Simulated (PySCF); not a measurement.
This script is equivalent to a calculation on C⁺ (carbon, charge +1).

```python
from pyscf import gto, scf, dft, mp, cc
import basis_set_exchange as bse
mol = gto.M(atom="C 0 0 0", charge=1, spin=1, symmetry="D2h",
            basis=gto.basis.parse(bse.get_basis("dyall-av3z", elements=["C"], fmt="nwchem")),
            nucmod="G")
mf = dft.UKS(mol, xc="MN15").sfx2c1e()
mf.irrep_nelec = {'Ag': (2, 2), 'B2u': (1, 0)}
mf.kernel()
```

Problem. What total energy does it give?

Solution. -37.452 hartree (calculated).

Problem. Which occupied shell lies highest, and where?

Solution. 2p α, at -20.229 eV.

Problem. What is ⟨S²⟩, and what would a pure spin state give?

Solution. 0.751, against 0.75.
